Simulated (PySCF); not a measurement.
CH5F2NSi, SMILES C[Si](N)(F)F. Coordinates come from a PBE-D3(BJ)/def2-SVP optimisation. The structure was generated by enumeration, and PubChem lists no compound with its InChIKey, so it may never have been made. The values are those of a single conformer.

Computed equilibrium geometry at PBE-D3(BJ)/def2-SVP (PySCF confirms it by a frequency run) as bond lengths and angles (one conformer of several):
Atoms: C1 Si2 N3 F4 F5 H6 H7 H8 H9 H10. Bond lengths (Å): C1–Si2 1.856, C1–H6 1.109, C1–H7 1.108, C1–H8 1.108, Si2–N3 1.715, Si2–F4 1.633, Si2–F5 1.640, N3–H9 1.022, N3–H10 1.023. Angles (°): Si2–C1–H6 111.0, Si2–C1–H7 111.0, Si2–C1–H8 110.5, H6–C1–H7 108.3, H6–C1–H8 107.6, H7–C1–H8 108.5, C1–Si2–N3 112.0, C1–Si2–F4 111.9, C1–Si2–F5 108.4, N3–Si2–F4 106.8, N3–Si2–F5 113.8, F4–Si2–F5 103.6, Si2–N3–H9 119.9, Si2–N3–H10 120.2, H9–N3–H10 111.1.
